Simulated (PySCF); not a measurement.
Ga(H)(F)(Et) (C2H6FGa), SMILES [F][GaH][CH2]C. Geometry optimised at PBE0-D3(BJ)/def2-SVP. The structure was generated by enumeration; whether it is a known compound was not checked. One conformer was computed; it need not be the lowest.

**Question.** Give the equilibrium geometry at PBE0-D3(BJ)/def2-SVP (PySCF confirms it by a frequency run) as a Z-matrix, and its point group. (The exact figures need the calculation; the answer reports its results.)

**Answer.** Several could match; the one computed here: point group Cs.
```
C
H 1 1.1042
H 1 1.1042 2 105.00
C 1 1.5247 2 111.36 3 -120.65
H 4 1.1015 1 112.01 2 -61.55
H 4 1.1015 5 106.85 1 123.01
H 4 1.1021 5 106.97 6 114.29
Ga 1 1.9611 2 106.21 3 112.27
F 8 1.7654 1 114.37 2 -55.71
H 8 1.5659 9 112.73 1 180.00
```
Charge 0, spin multiplicity 1.
